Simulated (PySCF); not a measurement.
Charge on either side of a bond

C7H8P (charge -1).
Numbering: `[CH2:1]=[CH:2][c:3]1[cH:4][p-:5][c:6]([CH3:7])[cH:8]1` (hydrogens: H9, H10 on C1; H11 on C2; H12 on C4; H13, H14, H15 on C7; H16 on C8)

Geometry (GFN2-xTB, Å), atoms numbered from 1 in this order:
```xyz
16
C7H8P angstrom
C     -2.6373    0.6324    1.0696
C     -2.1755    0.1895   -0.1067
C     -0.8163   -0.0694   -0.4708
C     -0.4592   -0.5332   -1.7375
P      1.2425   -0.7780   -1.9439
C      1.5036   -0.2432   -0.2760
C      2.8538   -0.1706    0.3775
C      0.3284    0.0880    0.3469
H     -1.9827    0.8493    1.8973
H     -3.6916    0.7934    1.2444
H     -2.9013   -0.0057   -0.8950
H     -1.1699   -0.7265   -2.5311
H      3.2991   -1.1639    0.4767
H      2.7665    0.2661    1.3750
H      3.5440    0.4405   -0.2080
H      0.2881    0.4402    1.3702
```

Atomic charges (e) from the PBE0/pcSseg-1 density (PySCF):

```csv
atom,Mulliken,IAO,Hirshfeld,ESP-fitted
C1,-0.2100,-0.4251,-0.1903,-0.6471
C2,-0.0990,-0.1153,-0.0651,+0.0965
C3,-0.1887,-0.0845,-0.0786,-0.1834
C4,-0.3846,-0.4359,-0.1844,-0.2066
P5,+0.1192,+0.0136,-0.2119,-0.5320
C6,-0.5462,-0.2475,-0.1078,+0.2826
C7,-0.1488,-0.4081,-0.1419,-0.5186
C8,-0.0205,-0.2348,-0.1284,-0.3266
H9,+0.0797,+0.1210,+0.0127,+0.1868
H10,+0.0618,+0.1130,+0.0040,+0.1501
H11,+0.0435,+0.1193,+0.0232,+0.0602
H12,+0.0257,+0.1138,+0.0010,+0.1441
H13,+0.0930,+0.1244,+0.0178,+0.1290
H14,+0.0728,+0.1169,+0.0202,+0.0807
H15,+0.0911,+0.1252,+0.0182,+0.1333
H16,+0.0110,+0.1040,+0.0109,+0.1508
```

Q: Cut each of the bonds C1–C2, C2–C3 and C7–C6 in turn and sum the charges on the side of the atom named first.

A: In e; the other side holds the total charge, -1, less this:

```tsv
bond cut	piece	atoms	Mulliken	IAO	Hirshfeld	ESP-fitted
C1–C2	CH2	3	-0.069	-0.191	-0.174	-0.310
C2–C3	C2H3	5	-0.124	-0.187	-0.216	-0.153
C7–C6	CH3	4	+0.108	-0.042	-0.086	-0.176
```

Extremes among these pieces. Mulliken: lowest C2H3 at C2, highest CH3 at C7; IAO: lowest CH2 at C1, highest CH3 at C7; Hirshfeld: lowest C2H3 at C2, highest CH3 at C7; ESP-fitted: lowest CH2 at C1, highest C2H3 at C2.

Q: Do the schemes agree better on the pieces than on the single atoms at the cuts?

A: The spread between schemes averages 0.206 e for the pieces and 0.348 e for the atoms named first; it is smaller for the piece at 3 of the 3 cuts. On average they agree better on the pieces. The sign differs between schemes (beyond ±0.03 e) for CH3 at C7.

The structure is a single GFN2-xTB conformer in the gas phase; no vibrational or solvent corrections. GFN2-xTB frequencies show an imaginary mode (57i cm⁻¹), so this geometry is no minimum at that level. The pcSseg-1 basis has no diffuse functions, a weakness for an anion.
